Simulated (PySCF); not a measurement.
# State search for HBr⁺

Unrestricted PBE0; basis H cc-pVTZ, Br cc-pVTZ-PP with ECP10; scalar-relativistic core potentials; PySCF 2.14. Outer shells of the fragments: H 1s1; Br+ 3d10 4s2 4p4.

Followed along the bond (rough minima from three points):

```csv
2Ms+1,unpaired,⟨S²⟩ at the start,R at minimum (Å),Te (eV)
2,π ↑,0.75,1.46,0.00
4,"σ ↑, π ↑↑",3.75,none in the scan,≤ 5.66
```

Solutions found at the starting distance of 1.535 Å, counted from the lowest of them; the search is not exhaustive and high or unbound solutions are not listed, so other states can lie among these:

```tsv
2Ms+1	unpaired	term	E (eV)	⟨S²⟩	⟨Lz²⟩	μ (D)
2	π ↑	²Π	0.00	0.75	1.01	-1.71
2	σ ↑	²Σ⁺	3.56	0.76	0.00	-2.45
4	σ ↑, π ↑↑	⁴Σ⁻	6.23	3.75	0.00	0.56
4	σ ↑↑, π ↑	⁴Π	8.05	3.75	1.01	-0.15
```

A term symbol is given only where ⟨S²⟩ and ⟨Lz²⟩ are close to those of a pure state; real π, δ and φ orbitals otherwise mix terms. A positive dipole points towards Br; it is taken about the centre of mass and depends on that origin.

Spin–orbit coupling is left out. Counting both spins, an empty level lies below a filled one in some of these solutions, because spin and occupation are held.
